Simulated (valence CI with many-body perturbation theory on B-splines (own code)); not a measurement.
# Ti XVIII: one-electron terms

Level of theory: configuration interaction combined with many-body perturbation theory (CI+MBPT): three valence electrons over a frozen Dirac-Fock core [He], a basis of 11 s, 11 p, 10 d, 8 f, 5 g, 2 h functions for each j, with the one-electron correlation potential Σ1 (screened to all orders), the two-electron term Σ2, the three-electron term Σ3, Breit, model QED; selected single and double excitations, second order for the rest, scaled by the run's own slope (own B-spline code, finite nucleus).

No measured spectrum was set against this ion. As an estimate, levels of excited configurations hold to 0.05 to 0.15 % of their energy, terms of the ground configuration to about 0.5 %.

These are the spectroscopic orbitals of the CI (the correlating ones are not listed), shaped by the core and the other valence electrons. h is the expectation value of the core's Dirac-Fock operator, without the valence repulsion; Σ1 is computed up to l = 3 at one energy for each symmetry, that of its lowest orbital but kept below the first core excitation, so for empty shells it is not the orbital's own correlation shift; Breit and QED include the response of the core.

| Orbital | h (hartree) | Σ1 (cm⁻¹) | Breit (cm⁻¹) | QED (cm⁻¹) | ⟨r⟩ (bohr) |
| --- | --- | --- | --- | --- | --- |
| 2s1/2 | -52.346 | -1159 | 2417 | 1912 | 0.2951 |
| 3s1/2 | -22.867 | -272 | 670 | 545 | 0.6867 |
| 4s1/2 | -12.736 | -103 | 265 | 218 | 1.252 |
| 5s1/2 | -8.1049 | -50.3 | 132 | 109 | 1.981 |
| 6s1/2 | -5.6071 | -28.4 | 75.1 | 62.1 | 2.877 |
| 7s1/2 | -4.1085 | -17.6 | 46.8 | 38.7 | 3.937 |
| 2p1/2 | -50.852 | -2558 | 4621 | -127 | 0.2537 |
| 3p1/2 | -22.432 | -553 | 1256 | -35.6 | 0.6556 |
| 4p1/2 | -12.556 | -209 | 505 | -14.5 | 1.228 |
| 5p1/2 | -8.0135 | -102 | 253 | -7.3 | 1.965 |
| 6p1/2 | -5.5544 | -57.5 | 145 | -4.2 | 2.869 |
| 7p1/2 | -4.0755 | -35.7 | 90.4 | -2.6 | 3.938 |
| 2p3/2 | -50.557 | -2456 | 2066 | 15.6 | 0.2557 |
| 3p3/2 | -22.345 | -531 | 547 | 4.1 | 0.6585 |
| 4p3/2 | -12.52 | -201 | 218 | 1.7 | 1.232 |
| 5p3/2 | -7.9949 | -98.0 | 109 | 0.8 | 1.970 |
| 6p3/2 | -5.5437 | -55.2 | 62.2 | 0.5 | 2.875 |
| 7p3/2 | -4.0687 | -34.3 | 38.8 | 0.3 | 3.944 |
| 3d3/2 | -22.148 | -215 | 35.5 | -6.2 | 0.5666 |
| 4d3/2 | -12.437 | -90.8 | 19.2 | -2.5 | 1.146 |
| 5d3/2 | -7.9523 | -46.5 | 10.8 | -1.3 | 1.891 |
| 6d3/2 | -5.519 | -26.9 | 6.5 | -0.7 | 2.803 |
| 7d3/2 | -4.0532 | -16.9 | 4.2 | -0.5 | 3.879 |
| 3d5/2 | -22.122 | -212 | 10.6 | 5.9 | 0.5676 |
| 4d5/2 | -12.426 | -89.4 | 5.7 | 2.5 | 1.147 |
| 5d5/2 | -7.9466 | -45.8 | 3.2 | 1.3 | 1.893 |
| 6d5/2 | -5.5158 | -26.5 | 1.9 | 0.7 | 2.805 |
| 7d5/2 | -4.0512 | -16.7 | 1.2 | 0.5 | 3.881 |
| 4f5/2 | -12.393 | -17.2 | 0.2 | -1.3 | 0.9958 |
| 5f5/2 | -7.9316 | -9.7 | 0.1 | -0.7 | 1.744 |
| 6f5/2 | -5.5075 | -5.9 | 0.1 | -0.4 | 2.659 |
| 7f5/2 | -4.046 | -3.8 | 0.1 | -0.2 | 3.739 |
| 4f7/2 | -12.388 | -17.1 | 0.0 | 1.0 | 0.9964 |
| 5f7/2 | -7.9288 | -9.7 | 0.0 | 0.5 | 1.745 |
| 6f7/2 | -5.5059 | -5.9 | 0.0 | 0.3 | 2.660 |
| 7f7/2 | -4.045 | -3.8 | 0.0 | 0.2 | 3.740 |
| 5g7/2 | -7.9236 |  | 0.0 | -0.4 | 1.527 |
| 6g7/2 | -5.5027 |  | 0.0 | -0.2 | 2.443 |
| 7g7/2 | -4.0428 |  | 0.0 | -0.1 | 3.525 |
| 5g9/2 | -7.922 |  | 0.0 | 0.3 | 1.527 |
| 6g9/2 | -5.5017 |  | 0.0 | 0.2 | 2.443 |
| 7g9/2 | -4.0422 |  | 0.0 | 0.1 | 3.525 |
| 6h9/2 | -5.5014 |  |  |  | 2.166 |
| 6h11/2 | -5.5008 |  |  |  | 2.166 |

Among the shells of the start configuration 2s2 2p1, Σ1 is largest in size for 2p1/2, where it is 0.023 % of h.

Lowest root of each symmetry, sizes in configuration state functions:

```tsv
J	Parity	Roots	Reference	Variational	Second order	Change by selected CI (cm⁻¹)	Change by second order (cm⁻¹)
1/2	even	28	82	15071	22831	-4207	0
3/2	even	35	120	24742	50161	-4074	-1
5/2	even	30	121	27816	64312	-4144	-1
7/2	even	15	89	22627	71057	-6911	-7
9/2	even	7	60	17410	57039	-8075	-2
11/2	even	2	26	8680	19876	-9349	-3
1/2	odd	25	80	15034	25025	-7483	-1
3/2	odd	35	122	22630	48302	-7451	-1
5/2	odd	24	116	25241	66637	-13073	-1
7/2	odd	12	92	22480	65575	-7343	-2
9/2	odd	3	55	12243	46233	-7092	-4
11/2	odd	1	29	7140	22306	-9753	-4
```
